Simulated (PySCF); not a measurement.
A GIAO shielding run with PySCF 2.14 (density fitting, non-relativistic, gas phase) on `InChI=1S/C6H13NSSi/c7-6(3-4-8-9)5-1-2-5/h5,7H,1-4H2,9H3/b7-6+`:

```
$ OMP_NUM_THREADS=1 python probes_run.py task.json out

{"job": {"kind": "nmr", "xc": "PBE0", "basis": "pcSseg-1"}, "charge": 0, "multiplicity": 1}
N     -1.494990     0.228519    -1.375635
C     -0.916036    -0.106709    -0.307902
C      0.527078    -0.548023    -0.142998
C      1.331295    -0.530309    -1.429259
S      3.032765    -1.159273    -1.193572
Si     3.909438     0.366374     0.028508
C     -1.681056    -0.082771     0.955591
C     -3.144138    -0.454591     0.925405
C     -2.754414     0.963245     1.136188
H     -0.929218     0.192686    -2.218078
H      0.529011    -1.559963     0.272872
H      0.996352     0.110208     0.595066
H      1.404483     0.477298    -1.841049
H      0.893269    -1.195978    -2.173786
H      3.514208     0.169587     1.421239
H      5.334917     0.189485    -0.167699
H      3.400912     1.641226    -0.465399
H     -1.115461    -0.369862     1.833107
H     -3.546424    -0.721990    -0.038394
H     -3.536284    -1.021674     1.755862
H     -2.894893     1.645362     0.313074
H     -2.871224     1.401175     2.116010
```

Hardware: 1 thread of an Intel Xeon Platinum 8488C, shared host. The job also computes population analyses, field gradients, ring-centre shieldings.

(1) How large is the calculation?

(2) How long does it take, and how much memory does it need?

Answers

(1) 86 electrons, 232 basis functions and 1242 auxiliary functions.

(2) 61 s of wall time, with 13 SCF cycles and 5 response iterations; peak memory 1.1 GiB. Times on a shared host scatter by some tens of per cent.
